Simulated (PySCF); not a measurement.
## Relaxation of quartet TcSBr₂

These are results of UPBE0 in PySCF with Tc def2-SVP with ECP28, S def2-SVP, Br def2-SVP; scalar-relativistic core potentials, no spin–orbit coupling; density-fitted integrals, not measurements. A (50,194) grid was used.

A hand-made trigonal pyramidal start, of Cs symmetry, held to at least that symmetry:

```xyz
4
charge 0 multiplicity 4, angstrom
Tc   -0.1874   -0.3246   -0.7323
S    -1.1322   -1.9610    0.2724
Br    1.9493   -0.3246    0.4037
Br   -1.2557    1.5259    0.4038
```

Optimiser trace:
```
step  E − E(last) (kJ/mol)  largest gradient (Eh/bohr)
   0                 69.66                     0.05098
   1                 40.81                     0.02016
   2                 25.44                     0.00935
   3                 13.60                     0.01037
   4                  8.50                     0.01580
   5                  4.69                     0.00760
   6                  0.94                     0.00318
   7                  0.35                     0.00385
   8                  0.21                     0.00193
   9                  0.08                     0.00077
  10                  0.04                     0.00071
  11                  0.00                     0.00066
  12                  0.00                     0.00022
```

It ends at C2v with Tc–Br 2.377 Å (×2), Tc–S 2.078 Å; Br–Tc–Br 131.6°, Br–Tc–S 114.2° (×2) (after a last refinement on a finer grid). The frequency run here used a shortcut that can spoil soft modes, so no verdict on minimum or saddle point is given. Other isomers or separated fragments may lie lower.

Final geometry:
```xyz
4
charge 0 multiplicity 4, angstrom
Tc   -0.1511   -0.2617   -0.0148
S    -1.1887   -2.0588   -0.1168
Br    2.2134   -0.5035    0.0330
Br   -1.5427    1.6652    0.0330
```

With open d or f shells other occupations or spin states may lie lower.

The relaxation took of the order of 15 core-minutes on a shared host.
